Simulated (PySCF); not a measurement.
An unknown is described by computed data only.

Formula: C3H18Si5.

- UV, first state: lowest singlet excitation: 6.42 eV (193 nm, f = 0.008) [TDDFT CAM-B3LYP/def2-SVPD]
- 1H NMR: chemical shifts (computed TMS as zero) by class: 4.33 (1 H), 3.72 (9 H), 1.03 (3 H), 0.84 (1 H), 0.66 (1 H), 0.29 (3 H) ppm [GIAO PBE0/pcSseg-1]
- Dipole: 1.36 D [CAM-B3LYP/def2-SVPD]
- NMR, other nuclei: isotropic shieldings of nuclei other than C and H, by class: 380 (1 Si), 452 (3 Si), 513 (1 Si) ppm [GIAO PBE0/pcSseg-1]
- UV, strongest line: among the 10 lowest singlet transitions: S2 at 6.46 eV (192 nm, f = 0.012) [TDDFT CAM-B3LYP/def2-SVPD]
- 13C NMR: chemical shifts (computed TMS as zero) by class: 10.8 (1 C), 8.2 (1 C), -6.5 (1 C) ppm [GIAO PBE0/pcSseg-1]
- Valence photoelectron: vertical ionisation energy: 9.08 eV [ΔSCF CAM-B3LYP/def2-SVPD]
- Triplet: lowest triplet excitation (Tamm–Dancoff): 5.83 eV [TDA CAM-B3LYP/def2-SVPD]
- Rotational structure: rotational constants A, B, C: 0.816, 0.581, 0.527 GHz [PBE0-D3(BJ)/def2-SVP]

Gas-phase values; electronic properties from PySCF, density fitting. Levels stand in brackets. Geometry: PBE0-D3(BJ)/def2-SVP, one conformer, isolated molecule. NMR classes are plain means over equivalent atoms (diastereotopic ones count apart unless rotation or inversion swaps them), as if these changed places fast.

Question: Give a SMILES that accounts for the data.

Answer: Numbering: `[CH3:1][CH2:2][Si@@H:3]([CH3:4])[Si:5]([SiH3:6])([SiH3:7])[SiH3:8]`. Its formula, C3H18Si5, gives 0 degrees of unsaturation, so no ring and no π bond. 3 carbons fall into 3 classes; from least to most shielded: methyl carbon [C1] (10.8 ppm), sp3 carbon bound to silicon [C2] (8.2 ppm), Si-methyl carbon [C4] (-6.5 ppm). Hydrogen classes from least to most shielded: 1 H on an SiH silicon, Si3 (4.33 ppm), 9 H on 3 SiH3 silicons, Si6/Si7/Si8 (3.72 ppm), 3 H on a methyl carbon, C1 (1.03 ppm, a mean of values up to 0.5 ppm apart in this geometry), 1 H on an sp3 carbon bound to silicon, C2 (0.84 ppm), 1 H on an sp3 carbon bound to silicon, C2 (0.66 ppm), 3 H on an Si-methyl carbon, C4 (0.29 ppm). The other shieldings belong to: 380 ppm, SiH silicon [Si3]; 452 ppm, SiH3 silicon [Si6/Si7/Si8]; 513 ppm, four-coordinate silicon [Si5]. The first electron is taken from the HOMO, whose largest Löwdin shares are 0.30 on the four-coordinate silicon, 0.23 on the SiH silicon, 0.09 on the sp3 carbon bound to silicon and 0.08 on an SiH3 silicon. The optimised geometry has point group C1 and is an asymmetric top. Structure: `CC[Si@@H](C)[Si]([SiH3])([SiH3])[SiH3]`. The assignments are read from this structure; whether some other isomer fits the data as well wasn't checked. The mirror image fits equally.

Shape of the structure used: `[CH3:1][CH2:2][Si@@H:3]([CH3:4])[Si:5]([SiH3:6])([SiH3:7])[SiH3:8]`: C1–C2–Si3–C4 -62°, C2–Si3–Si5–Si6 160°.
